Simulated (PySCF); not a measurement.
## Excitation energy of Si by level of theory

Si [Ne] 3s2 3p2 (3P) → Si [Ne] 3s2 3p1 4s1 (3P), as a difference of total energies. Computed with PySCF 2.14 in aug-cc-pCVTZ-DK (8s7p5d3f, 75 functions), with the spin-free X2C one-electron Hamiltonian (Gaussian nucleus). Correlated levels: valence: [Ne] frozen; valence and next inner shell: 1s2 frozen; nothing frozen. The calculations carry no spin-orbit coupling.

| method | excitation energy (eV) |
| --- | --- |
| UHF | 4.851 |
| LDA | 4.946 |
| PBE | 4.952 |
| PBE0 | 5.035 |
| r2SCAN | 5.231 |
| B97-3 | 5.024 |
| CAM-B3LYP | 5.045 |
| M06 | 4.846 |
| wB97X-V | 5.119 |
| MP2 (valence) | 5.042 |
| SCS-MP2 (valence) | 5.006 |
| MP2 (valence and next inner shell) | 5.022 |
| SCS-MP2 (valence and next inner shell) | 4.992 |
| MP2 (all electrons) | 5.025 |
| SCS-MP2 (all electrons) | 4.994 |

**Question.** How much does correlation contribute at MP2 (all electrons)?

**Answer.** 5.025 − (4.851) = 0.174 eV, measured against UHF.

The promoted electron is Rydberg-like, and one or two diffuse shells describe it only roughly, which tends to raise the upper state.
